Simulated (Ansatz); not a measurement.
Species: sum formula HSeO, charge 0, multiplicity 2. It need not be the lowest isomer of its formula. 
Coordinates optimised at B3LYP-D3(BJ)/def2-TZVP (Ansatz, an electronic-structure program):
```xyz
3

Se    -0.2157     0.0706     0.2048
H     -1.3302     0.1492    -0.8021
O      1.0829    -0.3188    -0.7703
```
Charge 0, spin multiplicity 2.

Basis-set convergence of Hartree-Fock and CCSD(T) correlation energies (hartree) with Ansatz. Valence correlation only, unless marked. Open shells are spin-unrestricted. Spin-orbit coupling is left out. Frozen are the shells of the preceding noble gas and the d and f shells that filled before the atom's block. No relativistic terms.

The T1 diagnostic of CCSD in the largest basis is 0.054, which is high, so the coupled-cluster rows are less sure than usual.

```json
[
 {"basis": "cc-pVDZ", "functions": "46", "E(HF)": "-2475.19075", "E(corr, CCSD(T))": "-0.31481"},
 {"basis": "cc-pVTZ", "functions": "87", "E(HF)": "-2475.30133", "E(corr, CCSD(T))": "-0.41077"},
 {"basis": "cc-pVQZ", "functions": "153", "E(HF)": "-2475.31210", "E(corr, CCSD(T))": "-0.44254"}
]
```

Extrapolating the two largest sets (X = 3 and 4) as X^-3: E(corr) = (64·(-0.44254) - 27·(-0.41077))/37 = -0.4657 Eh, an estimate of the basis-set limit. The largest set recovers 95.0 % of it, the smallest 67.6 %.
